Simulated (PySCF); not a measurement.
## How methods differ on the excitation energy of Si⁺

Si⁺ [Ne] 3s2 3p1 (2P) → Si⁺ [Ne] 3s1 3p2 (4P), as a difference of total energies. Calculation: PySCF 2.14, in x2c-TZVPPall (5s5p3d1f, 42 functions); the spin-free X2C one-electron Hamiltonian (Gaussian nucleus). Correlated levels: valence: [Ne] frozen. The calculations carry no spin-orbit coupling.

```tsv
method	excitation energy (cm⁻¹)	error (cm⁻¹)
UHF	31780	-11030
MP2 (valence)	38615	-4196
SCS-MP2 (valence)	41347	-1464
CCSD (valence)	41242	-1569
CCSD(T) (valence)	41456	-1355
CCSDT (valence)	41539	-1272
```

Reference: 42811 cm⁻¹ (measured; NIST levels, between the centres of gravity of the two terms).

Errors of the correlated levels include the incompleteness of this basis and the frozen core.
